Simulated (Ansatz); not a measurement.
Reaction (redistribution): `CN(C)[SiH](N)F` + `[NH2][Mg][Cl]` → `N[SiH](F)Cl` + `C[N](C)[Mg][NH2]`

Computed with Ansatz on PBE0-D4/def2-TZVP structures; ΔE is electronic, products minus reactants. CBS: MP2 limit from def2 TZ/QZ plus the TZ coupled-cluster correction, frozen cores. Functionals use def2-TZVPP. For Mg outer-core shells are correlated without core-valence functions, which leaves a few kJ/mol of doubt a bond. Each species was taken in one conformer, which may not be the lowest.

`CN(C)[SiH](N)F`:

Z-matrix (Å, degrees):
```
C
N 1 1.443
H 1 1.098 2 110.8
H 1 1.092 2 110.5 3 -119.6
H 1 1.099 2 111.9 3 120.1
C 2 1.444 1 113.6 3 -59.7
Si 2 1.697 1 122.2 3 132.2
H 6 1.091 2 110.2 1 179.5
H 6 1.098 2 111.7 1 -60.1
H 6 1.098 2 110.8 1 59.8
N 7 1.701 2 109.3 1 -151.9
F 7 1.606 2 115.7 1 92.5
H 7 1.482 2 105.9 1 -23.1
H 11 1.006 7 120.7 2 -151.9
H 11 1.005 7 121.9 2 55.1
```

`[NH2][Mg][Cl]`:

Cartesian coordinates in Å:
```
N 0.165 0.872 0.331
Mg -0.162 -0.853 -0.324
Cl -0.543 -2.863 -1.087
H 1.070 1.285 0.502
H -0.530 1.559 0.579
```

`N[SiH](F)Cl`:

Cartesian coordinates in Å:
```
N 0.057 0.956 -0.483
Si -0.106 -0.491 0.366
F 1.222 -0.983 1.095
Cl -0.580 -1.954 -0.973
H 0.451 0.994 -1.408
H 0.085 1.845 -0.012
H -1.129 -0.366 1.416
```

`C[N](C)[Mg][NH2]`:

```xyz
13

C     1.745   -0.115    0.268
N     0.411    0.249   -0.127
C     0.432    1.433   -0.943
Mg   -1.158   -0.701    0.359
N    -2.716   -1.644    0.841
H     2.243    0.680    0.851
H     2.399   -0.321   -0.597
H     1.749   -1.017    0.892
H     0.870    2.299   -0.416
H    -0.577    1.727   -1.254
H     1.025    1.299   -1.864
H    -3.282   -1.487    1.661
H    -3.141   -2.402    0.328
```

```
             level  ΔE (eV)
            PBE-D4     1.23
         r2SCAN-D4     1.32
           ωB97X-V     1.36
            r2SCAN     1.31
              PBE0     1.30
CCSD(T)/def2-TZVPP     1.31
     HF/def2-QZVPP     1.51
    MP2/def2-QZVPP     1.29
```

**Question.** What does CCSD(T)/CBS give? (Estimate.)

**Answer.** Computed: +1.30 eV. The listed levels differ from it by -0.07, 0.02, 0.06, 0.01, 0.00, 0.01, 0.21, -0.01 eV.

Largest T1 diagnostic among the species: 0.011.

In def2-TZVPP, CCSD(T) changes the Hartree–Fock value by −0.20 eV (the triples alone add −0.03 eV) and MP2 by −0.22 eV. From PBE to PBE0 (25 % exact exchange), in def2-TZVPP and without D4, ΔE moves by +0.10 eV. The D4 term adds +0.05 eV with B3LYP and +0.03 eV with PBE0; it sums over pairs of atoms, weighted by their polarisabilities, and B3LYP, whose exchange is more repulsive, gets the larger term.

B3LYP here is the variant with VWN-RPA as its local correlation; programs differ in this.
